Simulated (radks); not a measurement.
Initial-state core-level shifts of neutral sulfur when its valence configuration changes from [Ne] 3s2 3p4. Calculated with a radial shooting solver on a logarithmic mesh with Libxc functionals: Dirac Kohn-Sham, LDA (Slater exchange, Perdew-Wang correlation), spin-unpolarised, spherical densities, point nucleus; open shells are shared between the two j in proportion to 2j + 1. Shifts are changes of the shell-averaged eigenvalues in eV (positive: less bound).

| valence | 1s | 2s | 2p |
|---|---|---|---|
| 3s1 3p5 | -1.401 | -1.389 | -1.369 |
| 3p6 | -2.713 | -2.702 | -2.658 |
| 3s1.5 3p4.5 | -0.713 | -0.705 | -0.695 |
| 3s0.5 3p5.5 | -2.067 | -2.054 | -2.022 |
